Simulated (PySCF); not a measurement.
PySCF input (HF/def2-TZVPD):

```python
from pyscf import gto, scf, dft

mol = gto.M(
    atom='''
    Ga    0.00000000    0.00000000    0.00000000
    H    -0.00000000   -0.00000000   -1.52926086
    H     0.00000000    0.00000000    1.52926086
    ''',
    basis='def2-tzvpd',
    charge=1,
    spin=0,
    verbose=4,
)

mf = scf.RHF(mol).density_fit(auxbasis='def2-universal-jkfit')
mf.conv_tol = 1e-9
mf.max_cycle = 100
mf.max_memory = 1500
mf.kernel()
if not mf.converged:
    mf = mf.newton()
    mf.kernel(mf.make_rdm1())
mf.analyze()
```

Output:

```
PySCF version 2.14.0

[INPUT] verbose = 4
[INPUT] num. atoms = 3
[INPUT] num. electrons = 32
[INPUT] charge = 1
[INPUT] spin (= nelec alpha-beta = 2S) = 0
[INPUT] symmetry False subgroup None
[INPUT] Mole.unit = angstrom
[INPUT] Symbol           X                Y                Z      unit          X                Y                Z       unit  Magmom
[INPUT]  1 Ga     0.000000000000   0.000000000000   0.000000000000 AA    0.000000000000   0.000000000000   0.000000000000 Bohr   0.0
[INPUT]  2 H      0.000000000000   0.000000000000  -1.529260860000 AA    0.000000000000   0.000000000000  -2.889884198417 Bohr   0.0
[INPUT]  3 H      0.000000000000   0.000000000000   1.529260860000 AA    0.000000000000   0.000000000000   2.889884198417 Bohr   0.0

nuclear repulsion = 21.6271641729587
number of shells = 28
number of NR pGTOs = 128
number of NR cGTOs = 72
basis = def2-tzvpd
ecp = {}

******** <class 'pyscf.df.df_jk.DFRHF'> ********
method = DFRHF
initial guess = minao
damping factor = 0
level_shift factor = 0
DIIS = <class 'pyscf.scf.diis.CDIIS'>
diis_start_cycle = 1
diis_space = 8
diis_damp = 0
SCF conv_tol = 1e-09
SCF conv_tol_grad = None
SCF max_cycles = 100
direct_scf = False
Set gradient conv threshold to 3.16228e-05
Initial guess from minao.
******** <class 'pyscf.df.df.DF'> ********
auxbasis = def2-universal-jkfit
init E= -1923.67053318863
  HOMO = -0.362190063088292  LUMO = 0.00209712379421283  gap/eV = 9.91276
cycle= 1 E= -1924.08333200754  delta_E= -0.413  |g|= 0.38  |ddm|= 1.15
  HOMO = -0.739981510254738  LUMO = -0.221530433487061  gap/eV = 14.10777
cycle= 2 E= -1924.11372039107  delta_E= -0.0304  |g|= 0.301  |ddm|= 0.621
  HOMO = -0.728058199042582  LUMO = -0.205237005006615  gap/eV = 14.22669
cycle= 3 E= -1924.12051625551  delta_E= -0.0068  |g|= 0.0302  |ddm|= 0.213
  HOMO = -0.720022462261677  LUMO = -0.193180971433631  gap/eV = 14.33609
cycle= 4 E= -1924.12108254745  delta_E= -0.000566  |g|= 0.00796  |ddm|= 0.0647
  HOMO = -0.720331316808275  LUMO = -0.193390471575392  gap/eV = 14.33879
cycle= 5 E= -1924.121097402  delta_E= -1.49e-05  |g|= 0.000428  |ddm|= 0.0139
  HOMO = -0.720463880568336  LUMO = -0.193461452047528  gap/eV = 14.34047
cycle= 6 E= -1924.12109747847  delta_E= -7.65e-08  |g|= 6.59e-05  |ddm|= 0.00133
  HOMO = -0.720477727042837  LUMO = -0.193472606012031  gap/eV = 14.34054
cycle= 7 E= -1924.12109748033  delta_E= -1.87e-09  |g|= 5.78e-06  |ddm|= 0.000238
  HOMO = -0.720477618521456  LUMO = -0.193473300760721  gap/eV = 14.34052
cycle= 8 E= -1924.12109748035  delta_E= -1.3e-11  |g|= 8.27e-07  |ddm|= 1.29e-05
  HOMO = -0.720477585848833  LUMO = -0.193473230870719  gap/eV = 14.34052
Extra cycle  E= -1924.12109748035  delta_E= -9.09e-13  |g|= 2.65e-07  |ddm|= 2.66e-06
converged SCF energy = -1924.12109748035
**** SCF Summaries ****
Total Energy =                       -1924.121097480347089
Nuclear Repulsion Energy =              21.627164172958693
One-electron Energy =                -2719.073748525910560
Two-electron Energy =                  773.325486872604756
Two-electron Coulomb Energy =          847.368211367355912
DFT Exchange-Correlation Energy =      -74.042724494751155
HOMO-LUMO gap [eV] =                    14.340518937530566
**** MO energy ****
MO #1   energy= -379.128934098773  occ= 2
MO #2   energy= -48.4808183858727  occ= 2
MO #3   energy= -42.8089685577869  occ= 2
MO #4   energy= -42.8089685577868  occ= 2
MO #5   energy= -42.8043515745802  occ= 2
MO #6   energy= -6.70572778370541  occ= 2
MO #7   energy= -4.7987843674616   occ= 2
MO #8   energy= -4.79878436746157  occ= 2
MO #9   energy= -4.79077368915043  occ= 2
MO #10  energy= -1.51383744067623  occ= 2
MO #11  energy= -1.51383744067621  occ= 2
MO #12  energy= -1.50077346285487  occ= 2
MO #13  energy= -1.50077346285486  occ= 2
MO #14  energy= -1.50018526678067  occ= 2
MO #15  energy= -0.835392346247856 occ= 2
MO #16  energy= -0.720477585848833 occ= 2
MO #17  energy= -0.193473230870719 occ= 0
MO #18  energy= -0.193473230870711 occ= 0
MO #19  energy= -0.13150284675808  occ= 0
MO #20  energy= -0.0934282769625421 occ= 0
MO #21  energy= -0.0378830033742994 occ= 0
MO #22  energy= -0.0378830033742941 occ= 0
MO #23  energy= -0.034540484348783 occ= 0
MO #24  energy= -0.0345404843487816 occ= 0
MO #25  energy= -0.0133522369407109 occ= 0
MO #26  energy= 0.0259321195920403 occ= 0
MO #27  energy= 0.0866738525492545 occ= 0
MO #28  energy= 0.105667875379953  occ= 0
MO #29  energy= 0.118372541678106  occ= 0
MO #30  energy= 0.118372541678124  occ= 0
MO #31  energy= 0.130496425709109  occ= 0
MO #32  energy= 0.130496425709112  occ= 0
MO #33  energy= 0.172326567352706  occ= 0
MO #34  energy= 0.172326567352718  occ= 0
MO #35  energy= 0.177879655614319  occ= 0
MO #36  energy= 0.177879655614324  occ= 0
MO #37  energy= 0.309034813357172  occ= 0
MO #38  energy= 0.309034813357178  occ= 0
MO #39  energy= 0.347114878798012  occ= 0
MO #40  energy= 0.396145415594393  occ= 0
MO #41  energy= 0.39751209417023   occ= 0
MO #42  energy= 0.485190203293347  occ= 0
MO #43  energy= 0.544175349571119  occ= 0
MO #44  energy= 0.80971795526789   occ= 0
MO #45  energy= 0.809717955267945  occ= 0
MO #46  energy= 0.830428330699142  occ= 0
MO #47  energy= 0.830428330699146  occ= 0
MO #48  energy= 0.836290870618862  occ= 0
MO #49  energy= 0.836290870618879  occ= 0
MO #50  energy= 0.840493787213997  occ= 0
MO #51  energy= 0.840493787214002  occ= 0
MO #52  energy= 0.887486204769394  occ= 0
MO #53  energy= 0.887486204769414  occ= 0
MO #54  energy= 1.11665054880334   occ= 0
MO #55  energy= 1.26831075302219   occ= 0
MO #56  energy= 1.76567570967379   occ= 0
MO #57  energy= 1.76567570967379   occ= 0
MO #58  energy= 2.06501823467172   occ= 0
MO #59  energy= 2.06501823467174   occ= 0
MO #60  energy= 2.26157041618285   occ= 0
MO #61  energy= 2.3579720717016    occ= 0
MO #62  energy= 2.35797207170192   occ= 0
MO #63  energy= 2.43449969079556   occ= 0
MO #64  energy= 2.43449969079559   occ= 0
MO #65  energy= 2.5501817020744    occ= 0
MO #66  energy= 2.56830538467482   occ= 0
MO #67  energy= 2.97538822585803   occ= 0
MO #68  energy= 3.00616009990774   occ= 0
MO #69  energy= 3.36819668669146   occ= 0
MO #70  energy= 3.36819668669149   occ= 0
MO #71  energy= 4.44975235009271   occ= 0
MO #72  energy= 4.81884266520962   occ= 0
 ** Mulliken pop on meta-lowdin orthogonal AOs  **
 ** Mulliken pop  **
pop of  0 Ga 1s           1.99998
pop of  0 Ga 2s           1.99975
pop of  0 Ga 3s           1.99710
pop of  0 Ga 4s           1.11424
pop of  0 Ga 5s           0.01161
pop of  0 Ga 6s           0.00121
pop of  0 Ga 7s           0.00049
pop of  0 Ga 2px          1.99998
pop of  0 Ga 2py          1.99998
pop of  0 Ga 2pz          1.99998
pop of  0 Ga 3px          1.99980
pop of  0 Ga 3py          1.99980
pop of  0 Ga 3pz          1.99993
pop of  0 Ga 4px          0.00008
pop of  0 Ga 4py          0.00008
pop of  0 Ga 4pz          0.88014
pop of  0 Ga 5px          0.00004
pop of  0 Ga 5py          0.00004
pop of  0 Ga 5pz          0.03396
pop of  0 Ga 6px          0.00010
pop of  0 Ga 6py          0.00010
pop of  0 Ga 6pz          0.00216
pop of  0 Ga 3dxy         1.99985
pop of  0 Ga 3dyz         1.99992
pop of  0 Ga 3dz^2        1.99764
pop of  0 Ga 3dxz         1.99992
pop of  0 Ga 3dx2-y2      1.99985
pop of  0 Ga 4dxy         0.00006
pop of  0 Ga 4dyz         0.00002
pop of  0 Ga 4dz^2        0.00395
pop of  0 Ga 4dxz         0.00002
pop of  0 Ga 4dx2-y2      0.00006
pop of  0 Ga 5dxy         0.00006
pop of  0 Ga 5dyz         0.00000
pop of  0 Ga 5dz^2        0.00095
pop of  0 Ga 5dxz         0.00000
pop of  0 Ga 5dx2-y2      0.00006
pop of  0 Ga 6dxy         0.00003
pop of  0 Ga 6dyz         0.00003
pop of  0 Ga 6dz^2        0.00091
pop of  0 Ga 6dxz         0.00003
pop of  0 Ga 6dx2-y2      0.00003
pop of  0 Ga 7dxy         0.00000
pop of  0 Ga 7dyz         0.00000
pop of  0 Ga 7dz^2        0.00019
pop of  0 Ga 7dxz         0.00000
pop of  0 Ga 7dx2-y2      0.00000
pop of  0 Ga 4f-3         0.00000
pop of  0 Ga 4f-2         0.00000
pop of  0 Ga 4f-1         0.00000
pop of  0 Ga 4f+0         0.00087
pop of  0 Ga 4f+1         0.00000
pop of  0 Ga 4f+2         0.00000
pop of  0 Ga 4f+3         0.00000
pop of  1 H 1s            0.96434
pop of  1 H 2s            0.00543
pop of  1 H 3s            0.00012
pop of  1 H 2px           0.00000
pop of  1 H 2py           0.00000
pop of  1 H 2pz           0.00720
pop of  1 H 3px           0.00001
pop of  1 H 3py           0.00001
pop of  1 H 3pz           0.00039
pop of  2 H 1s            0.96434
pop of  2 H 2s            0.00543
pop of  2 H 3s            0.00012
pop of  2 H 2px           0.00000
pop of  2 H 2py           0.00000
pop of  2 H 2pz           0.00720
pop of  2 H 3px           0.00001
pop of  2 H 3py           0.00001
pop of  2 H 3pz           0.00039
 ** Mulliken atomic charges  **
charge of    0Ga =      0.95500
charge of    1H =      0.02250
charge of    2H =      0.02250

WARN: System has nonzero charge 1; the dipole moment is origin-dependent.
Location of origin: [0. 0. 0.]

Dipole moment(X, Y, Z, Debye):  0.00000, -0.00000,  0.00000
```
